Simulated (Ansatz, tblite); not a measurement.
Removing and adding an electron: Be4O4H16. Charge 0, multiplicity 1. Geometry: r2SCAN-D4/def2-SVP. Ansatz, gas phase; energy differences of separate SCF runs; the oxidised species was run as a doublet alone; the reduced species was run as a doublet alone.

```
atom    x (Å)    y (Å)    z (Å)
  O1   1.4563  -1.4306  -0.7750
  O2  -0.5826   2.0722   0.3617
  O3   0.5016  -0.3864   2.0880
  O4  -1.3747  -0.2558  -1.6750
 Be5   0.2565  -2.3312  -0.2101
 Be6   1.7165   0.4995   1.5321
 Be7  -0.1763   0.6335  -2.2604
 Be8  -1.7965   1.1984   0.9387
  H9   1.3290  -0.8845  -1.6276
 H10   2.0755  -0.9382  -0.1300
 H11   0.3128   2.0915   0.8508
 H12  -0.4359   2.1440  -0.6460
 H13   0.3953  -1.3562   1.7887
 H14  -0.4139   0.0378   2.2424
 H15  -1.2256  -1.2439  -1.4663
 H16  -2.0370   0.1486  -1.0124
 H17   0.3080  -2.6046   1.1493
 H18  -0.8022  -2.5270  -1.0854
 H19   2.7183  -0.2073   0.8825
 H20   1.5102   1.8715   1.5538
 H21  -0.2843   1.9982  -2.0341
 H22   0.9282  -0.0779  -2.7066
 H23  -2.7466   0.8114   0.0043
 H24  -1.6321   0.7370   2.2368
```

The xTB rows come from tblite. In the singlet geometry the species has come apart into loosely held pieces. In the doublet geometry the species has come apart into loosely held pieces.

```
             level  −HOMO (eV)  vertical IE (eV)  −LUMO (eV)  vertical EA (eV)  HOMO–LUMO gap (eV)  IE − EA (eV)                       remarks
          GFN1-xTB       10.88             13.14        5.54              3.18                5.34          9.96                             –
          GFN2-xTB       11.01             13.03        5.86              3.62                5.15          9.41                             –
  PBE-D4/def2-TZVP        6.79              9.04        1.89                 –                4.90             –                             –
 PBE-D4/def2-TZVPD        6.81                 –        1.94              0.38                4.87             –  HOMO above zero (-1 doublet)
  B97M-V/def2-TZVP        7.19              9.37        1.79                 –                5.39             –                             –
 B97M-V/def2-TZVPD        7.19                 –        1.84              0.26                5.36             –  HOMO above zero (-1 doublet)
 PBE0-D4/def2-TZVP        8.05              9.68        1.06                 –                6.98             –                             –
PBE0-D4/def2-TZVPD        8.05                 –        1.12              0.07                6.93             –  HOMO above zero (-1 doublet)
```

Relaxing the oxidised species (r2SCAN-D4/def2-SVP) changes its energy by -0.13 eV at PBE-D4/def2-TZVP, so the adiabatic ionisation energy to this nearest minimum is 8.91 eV. At PBE0-D4/def2-TZVP it is 9.57 eV.     A HOMO above zero means that the electron is unbound at that level or that self-interaction error raises the level; the energy of removing that electron tells which. Raw xTB energy differences between charge states are shifted by several eV; the methods need an empirical correction for them.
